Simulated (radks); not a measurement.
Numerical settings for the barium ion Ba+, [Xe] 6s1. All-electron calculation, Dirac Kohn-Sham, BLYP, spin-unpolarised, spherical densities, finite nucleus; Fermi nuclear charge, rms radius 4.8378 fm. Program: a radial shooting solver on a logarithmic mesh with Libxc functionals. The defaults (mesh step 0.008 in ln r, mesh end at 40 bohr or more with all orbitals vanishing there, Anderson mixing 0.5 over 9 steps, residual threshold near 1e-9 with the energy settled to 1e-9 hartree or 1e-11 of itself, here a cap of 84 iterations) give E = -8139.5173 hartree and 6s1/2 at -7.582 eV in 13 iterations. Run on one thread of a shared host, so times are rough (Arm Neoverse V2): 0.11 s of CPU time, 0.11 s wall, 13 iterations on 2360 mesh points. Changes against that run (0 stands for a change within the tolerance of the run):

[
 {"setting": "mesh step in ln r 0.012", "iterations": "14", "converged": "yes", "E (mhartree)": "0", "e(6s1/2) (meV)": "0", "CPU (s)": "0.08"},
 {"setting": "mesh step in ln r 0.03", "iterations": "13", "converged": "yes", "E (mhartree)": "+0.0051", "e(6s1/2) (meV)": "0", "CPU (s)": "0.04"},
 {"setting": "mesh step in ln r 0.12", "iterations": "4", "converged": "no", "E (mhartree)": "diverged", "e(6s1/2) (meV)": "-", "CPU (s)": "0.01"},
 {"setting": "mesh end (bohr) 3", "iterations": "14", "converged": "level above zero", "E (mhartree)": "+3.24e+03", "e(6s1/2) (meV)": "+5.83e+04", "CPU (s)": "0.1"},
 {"setting": "mesh end (bohr) 8", "iterations": "14", "converged": "yes", "E (mhartree)": "+9.3", "e(6s1/2) (meV)": "+423", "CPU (s)": "0.11"},
 {"setting": "residual threshold 0.001", "iterations": "8", "converged": "yes", "E (mhartree)": "0", "e(6s1/2) (meV)": "+0.388", "CPU (s)": "0.08"},
 {"setting": "residual threshold 0.1", "iterations": "8", "converged": "yes", "E (mhartree)": "0", "e(6s1/2) (meV)": "+0.388", "CPU (s)": "0.08"},
 {"setting": "mixing 2.5", "iterations": "21", "converged": "yes", "E (mhartree)": "0", "e(6s1/2) (meV)": "0", "CPU (s)": "0.15"},
 {"setting": "linear mixing, mixing 0.8", "iterations": "84", "converged": "no", "E (mhartree)": "-1.13e+06", "e(6s1/2) (meV)": "-1.73e+04", "CPU (s)": "0.95"},
 {"setting": "linear mixing, mixing 0.5", "iterations": "30", "converged": "yes", "E (mhartree)": "0", "e(6s1/2) (meV)": "0", "CPU (s)": "0.2"},
 {"setting": "mixing history 3", "iterations": "17", "converged": "yes", "E (mhartree)": "0", "e(6s1/2) (meV)": "0", "CPU (s)": "0.13"},
 {"setting": "iteration cap 3", "iterations": "3", "converged": "no", "E (mhartree)": "+1.41", "e(6s1/2) (meV)": "-408", "CPU (s)": "0.04"}
]

Settled on a wrong energy, with an occupied level pushed above zero by the early mesh end: mesh end (bohr) 3 (+3.24 hartree). Apart from these: settings that end as converged yet miss the energy by more than 1 mhartree: mesh end (bohr) 8 (+0.0093 hartree). A mesh that ends early acts as a hard wall.
